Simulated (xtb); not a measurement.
C$_{2}$H$_{9}$AlO$_{4}$Si, charge +1, doublet, at a GFN2-xTB geometry (such geometries of metal compounds can be far from the true shape) (a state made from the parent by changing its charge; the spin is typed, not shown lowest); GFN1-xTB (xtb).

Here is a job for xtb.
```
$ xtb mol.xyz --gfn 1 --chrg 1 --uhf 1 --opt --json

# file mol.xyz
17

Al    -0.01944120     1.49296815     0.93481994
C      1.12383577     3.09556602     0.42530824
H      2.15946912     2.75049573     0.39875371
H      0.97362376     3.87882205     1.16763451
H      0.80092462     3.40757839    -0.57038368
C     -1.17363057     1.69680514     2.59895152
H     -1.91487700     0.89501268     2.56071909
H     -1.63502705     2.68397638     2.57383420
H     -0.52026336     1.59036090     3.46595264
O     -0.00279194     0.11835516     0.06961919
Si     0.01497289    -1.31041999    -0.82388299
O      1.18820243    -2.20908783    -0.19881595
O      0.30970440    -0.86659517    -2.33890319
O     -1.44290777    -1.95739670    -0.63016748
H      1.01242399    -2.89533962     0.43955139
H      1.17656559    -0.95107446    -2.72797487
H     -2.12861261    -1.85896885    -1.28580334
```

Output, abridged:

```
   ID    Z sym.   atoms
    1   13 Al     1
    2    6 C      2, 6
    3    1 H      3-5, 7-9, 15-17
    4    8 O      10, 12-14
    5   14 Si     11

           -------------------------------------------------
          |                Calculation Setup                |
           -------------------------------------------------

           -------------------------------------------------
          |                 G F N 1 - x T B                 |
           -------------------------------------------------

          ...................................................
          :                      SETUP                      :
          :.................................................:
          :  # basis functions                  62          :
          :  # atomic orbitals                  60          :
          :  # shells                           36          :
          :  # electrons                        47          :
          :  # halogen bonds                     0          :
          :  max. iterations                   250          :
          :  Hamiltonian                  GFN1-xTB          :
          :  restarted?                      false          :
          :  GBSA solvation                  false          :
          :  PC potential                    false          :
          :  electronic temp.          300.0000000     K    :
          :  accuracy                    1.0000000          :
          :  -> integral cutoff          0.2500000E+02      :
          :  -> integral neglect         0.1000000E-07      :
          :  -> SCF convergence          0.1000000E-05 Eh   :
          :  -> wf. convergence          0.2000000E-04 e    :
          :  Broyden damping             0.4000000          :
          :  net charge                          1          :
          :  unpaired electrons                  1          :
          ...................................................

 iter      E             dE          RMSdq      gap      omega  full diag
   1    -31.0478919 -0.310479E+02  0.759E+00    4.69       0.0  T
   2    -31.0830298 -0.351379E-01  0.450E+00    4.80       1.0  T
   3    -31.0658503  0.171795E-01  0.969E-01    4.76       1.0  T
   4    -31.0865423 -0.206920E-01  0.238E-01    4.82       1.0  T
   5    -31.0879323 -0.138995E-02  0.124E-01    4.81       1.0  T
   6    -31.0883992 -0.466923E-03  0.244E-02    4.81       1.0  T
   7    -31.0884058 -0.661118E-05  0.151E-02    4.81       1.6  T
   8    -31.0884095 -0.361727E-05  0.193E-03    4.81      12.5  T
   9    -31.0884095 -0.664319E-07  0.186E-03    4.81      13.0  T
  10    -31.0884096 -0.671828E-07  0.401E-04    4.81      60.5  T
  11    -31.0884096 -0.213610E-08  0.998E-05    4.81     243.1  T
  12    -31.0884096 -0.190862E-09  0.399E-05    4.81     608.3  T

   *** convergence criteria satisfied after 12 iterations ***

         :::::::::::::::::::::::::::::::::::::::::::::::::::::
         ::                     SUMMARY                     ::
         :::::::::::::::::::::::::::::::::::::::::::::::::::::
         :: total energy             -30.838820949258 Eh    ::
         :: gradient norm              0.034482807673 Eh/a0 ::
         :: HOMO-LUMO gap              4.809986881470 eV    ::
         ::.................................................::
         :: SCC energy               -31.088409590107 Eh    ::
         :: -> electrostatic           0.208185192321 Eh    ::
         :: repulsion energy           0.255476697162 Eh    ::
         :: dispersion energy         -0.005888056313 Eh    ::
         :: halogen bond corr.         0.000000000000 Eh    ::
         :: add. restraining           0.000000000000 Eh    ::
         :: total charge               1.000000000552 e     ::
         :::::::::::::::::::::::::::::::::::::::::::::::::::::

      -----------------------------------------------------------
     |                   =====================                   |
[...]
 * total energy  :   -30.8554239 Eh     change       -0.5380958E-04 Eh
 * total energy  :   -30.8554599 Eh     change       -0.3606970E-04 Eh
 * total energy  :   -30.8554876 Eh     change       -0.2770266E-04 Eh
 * total energy  :   -30.8555055 Eh     change       -0.1787167E-04 Eh
 * total energy  :   -30.8555198 Eh     change       -0.1426882E-04 Eh
 * total energy  :   -30.8555348 Eh     change       -0.1508069E-04 Eh
 * total energy  :   -30.8555472 Eh     change       -0.1235196E-04 Eh
 * total energy  :   -30.8555538 Eh     change       -0.6623886E-05 Eh
 * total energy  :   -30.8555635 Eh     change       -0.9710778E-05 Eh
 * total energy  :   -30.8555683 Eh     change       -0.4721322E-05 Eh
 * total energy  :   -30.8555739 Eh     change       -0.5624159E-05 Eh
 * total energy  :   -30.8555776 Eh     change       -0.3759924E-05 Eh
   *** GEOMETRY OPTIMIZATION CONVERGED AFTER 22 ITERATIONS ***
         :: total energy             -30.855577641739 Eh    ::
[...]
        26                         -0.2924956              -7.9592
        27                         -0.2840306              -7.7289
        28                         -0.2815173              -7.6605
        29                         -0.2760115              -7.5107
        30                         -0.2626200              -7.1463
        31                         -0.2439081              -6.6371
        32                         -0.2380426              -6.4775
        33                         -0.2169551              -5.9036
        34                         -0.2130958              -5.7986
        35                         -0.1531615              -4.1677
       ...                                ...                  ...
        60                          1.4324490              38.9789
      -------------------------------------------------------------
                  HL-Gap            0.1796422 Eh            4.8883 eV
             Fermi-level           -0.5403754 Eh          -14.7044 eV

  Mulliken/CM5 charges         n(s)   n(p)   n(d)
     1Al    0.56806  0.48677   1.126  0.938  0.368
     2C    -0.07427 -0.19062   1.064  3.010  0.000
     3H     0.10411  0.15988   0.896  0.000  0.000
     4H     0.08650  0.14053   0.914  0.000  0.000
     5H     0.10323  0.15892   0.897  0.000  0.000
     6C    -0.07469 -0.19111   1.064  3.011  0.000
     7H     0.10793  0.16410   0.892  0.000  0.000
     8H     0.08843  0.14263   0.912  0.000  0.000
     9H     0.09733  0.15235   0.903  0.000  0.000
    10O    -0.43723 -0.45551   1.635  4.802  0.000
    11Si    0.71523  0.70376   0.649  1.240  1.395
    12O    -0.47732 -0.65339   1.596  4.881  0.000
    13O    -0.47318 -0.64928   1.600  4.873  0.000
    14O    -0.47518 -0.65133   1.598  4.877  0.000
    15H     0.38024  0.56064   0.620  0.000  0.000
    16H     0.38044  0.56083   0.620  0.000  0.000
    17H     0.38036  0.56082   0.620  0.000  0.000

Wiberg/Mayer (AO) data.
largest (>0.10) Wiberg bond orders for each atom

 ---------------------------------------------------------------------------
     #   Z sym  total        # sym  WBO       # sym  WBO       # sym  WBO
 ---------------------------------------------------------------------------
     1  13 Al   3.205 --    10 O    1.234     6 C    0.762     2 C    0.760
     2   6 C    3.831 --     4 H    0.947     3 H    0.929     5 H    0.929
                             1 Al   0.760     6 C    0.147
     3   1 H    0.987 --     2 C    0.929
     4   1 H    0.990 --     2 C    0.947
     5   1 H    0.987 --     2 C    0.929
     6   6 C    3.832 --     8 H    0.944     9 H    0.932     7 H    0.930
                             1 Al   0.762     2 C    0.147
     7   1 H    0.987 --     6 C    0.930
     8   1 H    0.990 --     6 C    0.944
     9   1 H    0.988 --     6 C    0.932
    10   8 O    2.470 --     1 Al   1.234    11 Si   0.989
    11  14 Si   5.234 --    12 O    1.378    14 O    1.370    13 O    1.364
                            10 O    0.989
    12   8 O    2.308 --    11 Si   1.378    15 H    0.826
    13   8 O    2.305 --    11 Si   1.364    16 H    0.826
    14   8 O    2.306 --    11 Si   1.370    17 H    0.826
    15   1 H    0.854 --    12 O    0.826
    16   1 H    0.854 --    13 O    0.826
    17   1 H    0.854 --    14 O    0.826
 ---------------------------------------------------------------------------

Topologies differ in total number of bonds
Writing topology from bond orders to xtbtopo.mol

 dipole moment from electron density (au)
     X       Y       Z
  -0.0341   2.4350   1.4968  total (Debye):    7.265

optimized geometry written to: xtbopt.xyz

           -------------------------------------------------
          | TOTAL ENERGY              -30.855577641739 Eh   |
          | GRADIENT NORM               0.000397515764 Eh/α |
          | HOMO-LUMO GAP               4.888312672833 eV   |
           -------------------------------------------------
```
